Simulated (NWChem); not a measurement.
The numbers come from NWChem runs, not from measurements. System: C3H7O2, charge 0, spin multiplicity 2, displaced from the optimised geometry. The structure started from a generated list of species. Its SCF solution wasn't tested for a lower state. Level: UBLYP/def2-SVP.

Output (cleaned and shortened):

```
             Northwest Computational Chemistry Package (NWChem) 7.3.0
             --------------------------------------------------------

                                NWChem Input Module
                                -------------------

 Scaling coordinates for geometry "geometry" by  1.889725989
 (inverse scale =  0.529177249)

                             Geometry "geometry" -> ""
                             -------------------------

 Output coordinates in angstroms (scale by  1.889725989 to convert to a.u.)

  No.       Tag          Charge          X              Y              Z
 ---- ---------------- ---------- -------------- -------------- --------------
    1 C                    6.0000     2.05666400     0.39306800     0.01589300
    2 O                    8.0000     1.15770800    -0.63673900    -0.41325800
    3 C                    6.0000    -0.18059000    -0.20422400    -0.68313800
    4 C                    6.0000    -1.04671600    -0.05628900     0.62516200
    5 O                    8.0000    -2.34737800     0.34037200     0.39985500
    6 H                    1.0000     2.13699900     1.22436300    -0.74628700
    7 H                    1.0000     1.75678600     0.85714400     1.00279900
    8 H                    1.0000     3.06877100    -0.07265500     0.14593500
    9 H                    1.0000    -0.65363600    -0.99194800    -1.33001400
   10 H                    1.0000    -0.20672600     0.77098600    -1.25428000
   11 H                    1.0000    -0.96131000    -0.98807600     1.27196600
   12 H                    1.0000    -0.59967300     0.77578500     1.26960600

 Effective nuclear repulsion energy (a.u.)     177.5230918364

            Nuclear Dipole moment (a.u.)
            ----------------------------
        X                 Y               Z
 ---------------- ---------------- ----------------
    -0.0000018897    -0.0000132281     0.0000056692


 Summary of "ao basis" -> "" (spherical)
 ------------------------------------------------------------------------------
       Tag                 Description            Shells   Functions and Types
 ---------------- ------------------------------  ------  ---------------------
 *                          def2-svp                  on all atoms

                                 NWChem DFT Module
                                 -----------------

 Summary of "ao basis" -> "ao basis" (spherical)
 ------------------------------------------------------------------------------
       Tag                 Description            Shells   Functions and Types
 ---------------- ------------------------------  ------  ---------------------
 C                          def2-svp                 6       14   3s2p1d
 O                          def2-svp                 6       14   3s2p1d
 H                          def2-svp                 3        5   2s1p

 Summary of "ao basis" -> "ao basis" (spherical)
 ------------------------------------------------------------------------------
       Tag                 Description            Shells   Functions and Types
 ---------------- ------------------------------  ------  ---------------------
 C                          def2-svp                 6       14   3s2p1d
 O                          def2-svp                 6       14   3s2p1d
 H                          def2-svp                 3        5   2s1p

            General Information
            -------------------
          SCF calculation type: DFT
          Wavefunction type:  spin polarized.
          No. of atoms     :    12
          No. of electrons :    41
           Alpha electrons :    21
            Beta electrons :    20
          Charge           :     0
          Spin multiplicity:     2
          Use of symmetry is: off; symmetry adaption is: off
          Maximum number of iterations: 100
          AO basis - number of functions:   105
                     number of shells:    51
          Convergence on energy requested:  1.00D-06
          Convergence on density requested:  1.00D-05
          Convergence on gradient requested:  5.00D-04

              XC Information
              --------------
                    Becke 1988 Exchange Functional  1.000
[...]
   alpha     21     22     23     24     25     26     27     28     29     30
    beta     20     22     23     24     25     26     27     28     29     30
 overlap   0.954  0.998  0.997  0.999  0.997  0.996  0.998  0.999  0.998  0.996

   alpha     31     32     33     34     35     36     37     38     39     40
    beta     31     32     33     34     35     36     37     38     39     40
 overlap   0.999  0.996  0.995  0.995  1.000  0.996  0.999  0.998  0.987  0.988

   alpha     41     42     43     44     45     46     47     48     49     50
    beta     41     42     43     44     45     46     47     48     49     50
 overlap   0.903  0.903  0.998  0.991  0.985  0.979  0.976  0.997  0.999  0.999

   alpha     51     52     53     54     55     56     57     58     59     60
    beta     51     52     53     54     55     56     57     58     59     60
 overlap   0.983  0.897  0.894  0.985  0.977  0.985  0.875  0.881  0.995  0.999

   alpha     61     62     63     64     65     66     67     68     69     70
    beta     61     62     63     64     65     66     67     68     69     70
 overlap   0.999  0.977  0.967  0.978  0.989  1.000  0.858  0.993  0.863  0.994

   alpha     71     72     73     74     75     76     77     78     79     80
    beta     71     72     73     74     75     76     77     78     79     80
 overlap   0.995  0.991  0.993  0.999  0.982  0.978  0.995  0.998  0.996  0.999

   alpha     81     82     83     84     85     86     87     88     89     90
    beta     81     82     83     84     85     86     87     88     89     90
 overlap   0.999  0.999  0.997  0.998  0.998  0.998  0.996  0.999  0.998  0.959

   alpha     91     92     93     94     95     96     97     98     99    100
    beta     91     92     93     94     95     96     97     98     99    100
 overlap   0.942  0.950  0.967  0.984  0.976  0.994  0.991  0.995  0.972  0.996

   alpha    101    102    103    104    105
    beta    101    102    103    104    105
 overlap   0.999  0.979  1.000  0.987  0.988

     --------------------------
     Expectation value of S2:
     --------------------------
      <S2> =      0.7523 (Exact =     0.7500)

 center of mass
 --------------
 x =  -0.11330668 y =  -0.03932765 z =  -0.00898562

 moments of inertia (a.u.)
 ------------------
         142.613255634062          31.791358445171         103.236754474553
          31.791358445171         772.676222721987         -27.571934241586
         103.236754474553         -27.571934241586         745.306890575092

     Multipole analysis of the density
     ---------------------------------

     L   x y z        total         alpha         beta         nuclear
     -   - - -        -----         -----         ----         -------
     0   0 0 0     -0.000000    -21.000000    -20.000000     41.000000

     1   1 0 0      0.896586      2.206557     -1.309969     -0.000002
     1   0 1 0      0.291746     -0.135020      0.426779     -0.000013
     1   0 0 1      0.097767     -0.368015      0.465776      0.000006

     2   2 0 0    -26.732162   -210.465088   -194.001585    377.734511
     2   1 1 0      2.565846      5.969905      3.705672     -7.109731
     2   1 0 1      1.253873     28.075419     25.197983    -52.019530
     2   0 2 0    -23.355531    -31.639869    -30.147968     38.432306
     2   0 1 1      0.144500     -7.388637     -6.297406     13.830542
     2   0 0 2    -22.513580    -40.686726    -38.777028     56.950173

            General Information
            -------------------
          SCF calculation type: DFT
          Wavefunction type:  spin polarized.
          No. of atoms     :    12
          No. of electrons :    41
           Alpha electrons :    21
            Beta electrons :    20
          Charge           :     0
          Spin multiplicity:     2
          Use of symmetry is: off; symmetry adaption is: off
          Maximum number of iterations: 100
          AO basis - number of functions:   105
                     number of shells:    51
          Convergence on energy requested:  1.00D-06
          Convergence on density requested:  1.00D-05
          Convergence on gradient requested:  5.00D-04

              XC Information
              --------------
                    Becke 1988 Exchange Functional  1.000
              Lee-Yang-Parr Correlation Functional  1.000

             Grid Information
             ----------------
          Grid used for XC integration:  medium
          Radial quadrature: Mura-Knowles
          Angular quadrature: Lebedev.
          Tag              B.-S. Rad. Rad. Pts. Rad. Cut. Ang. Pts.
          ---              ---------- --------- --------- ---------
          C                   0.70       49          11.0       434
          O                   0.60       49          13.0       434
          H                   0.35       45          11.0       434
          Grid pruning is: on
          Number of quadrature shells:   560
          Spatial weights used:  Erf1

          Convergence Information
          -----------------------
          Convergence aids based upon iterative change in
          total energy or number of iterations.
          Levelshifting, if invoked, occurs when the
          HOMO/LUMO gap drops below (HL_TOL):  1.00D-02
          DIIS, if invoked, will attempt to extrapolate
          using up to (NFOCK): 10 stored Fock matrices.

                    Damping( 0%)  Levelshifting(0.5)       DIIS
                  --------------- ------------------- ---------------
          dE  on:    start            ASAP                start
          dE off:    2 iters        100 iters           100 iters

      Screening Tolerance Information
      -------------------------------
          Density screening/tol_rho:  1.00D-10
          AO Gaussian exp screening on grid/accAOfunc:  14
          CD Gaussian exp screening on grid/accCDfunc:  20
          XC Gaussian exp screening on grid/accXCfunc:  20
          Schwarz screening/accCoul:  1.00D-08

                            NWChem DFT Gradient Module
                            --------------------------

  charge          =   0.00
  wavefunction    = open shell

                         DFT ENERGY GRADIENTS

    atom               coordinates                        gradient
                 x          y          z           x          y          z
   1 C       3.886531   0.742791   0.030033   -0.000972  -0.001620   0.000326
   2 O       2.187751  -1.203262  -0.780944    0.002653  -0.005875  -0.000687
   3 C      -0.341266  -0.385927  -1.290944   -0.002001  -0.003248   0.004015
   4 C      -1.978006  -0.106371   1.181385    0.014784  -0.002760  -0.004696
   5 O      -4.435901   0.643210   0.755616   -0.017966   0.005035  -0.000994
   6 H       4.038343   2.313711  -1.410278    0.001090   0.006110  -0.005634
   7 H       3.319844   1.619767   1.895015   -0.001257   0.003502   0.007085
   8 H       5.799136  -0.137298   0.275777    0.008539  -0.002605   0.001202
   9 H      -1.235193  -1.874510  -2.513362   -0.004537  -0.005281  -0.006029
  10 H      -0.390655   1.456952  -2.370246   -0.000218   0.007200  -0.004810
  11 H      -1.816612  -1.867193   2.403667   -0.000899  -0.005164   0.004503
  12 H      -1.133218   1.466021   2.399207    0.000783   0.004705   0.005720

                 ----------------------------------------
                 |  Time  |  1-e(secs)   |  2-e(secs)   |
                 ----------------------------------------
                 |  CPU   |       0.01   |       1.54   |
                 ----------------------------------------
                 |  WALL  |       0.01   |       1.54   |
                 ----------------------------------------

 Task  times  cpu:       73.2s     wall:       73.2s

 Total times  cpu:       73.2s     wall:       73.2s
```

Task: Write an NWChem input that would produce this output.

Result: This is not unique; one that fits is 
```
start mol
memory heap 200 mb stack 900 mb global 1100 mb
geometry units angstroms nocenter noautoz noautosym
  C      2.056664     0.393068     0.015893
  O      1.157708    -0.636739    -0.413258
  C     -0.180590    -0.204224    -0.683138
  C     -1.046716    -0.056289     0.625162
  O     -2.347378     0.340372     0.399855
  H      2.136999     1.224363    -0.746287
  H      1.756786     0.857144     1.002799
  H      3.068771    -0.072655     0.145935
  H     -0.653636    -0.991948    -1.330014
  H     -0.206726     0.770986    -1.254280
  H     -0.961310    -0.988076     1.271966
  H     -0.599673     0.775785     1.269606
end
basis spherical
  * library def2-svp
end
dft
  xc becke88 lyp
  odft
  mult 2
  semidirect memsize 60000000 filesize 0
  iterations 100
  vectors input hcore
end
task dft gradient
```
